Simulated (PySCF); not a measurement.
Computed shifts of a molecule C₂H₇ClSi₂, PBE/pcSseg-1 (PySCF), GIAO, gas phase, atoms alike by connectivity averaged where their shifts nearly agree, in ppm (number of nuclei): ²⁹Si: 12.6 (1), -37.7 (1). ¹³C: 27.0 (1), 6.2 (1). ¹H: 6.00 (1), 4.98 (1), 4.77 (1), 2.29 (1), 2.00 (1), 1.77 (1), 1.22 (1). References: ³⁵Cl against HCl (σ = 936.5 ppm); ²⁹Si against TMS (σ = 335.4 ppm); ¹³C against TMS (σ = 182.0 ppm); ¹H against TMS (σ = 31.49 ppm), references at their B3LYP-D3(BJ)/def2-TZVP geometries, non-relativistic (without spin–orbit terms, shifts of atoms bonded to Cl or Br come out too high). Coordinates come from a PBE0-D3(BJ)/def2-SVP optimisation. Other conformers were not sampled.

Problem. Pick the molecule that these values belong to.
A) C=C([SiH3])[SiH2]Cl
B) Cl[Si@@H]1CC[SiH2]1
C) [SiH3][SiH2]/C=C/Cl
D) C=C(Cl)[SiH2][SiH3]

Solution. B, Cl[Si@@H]1CC[SiH2]1
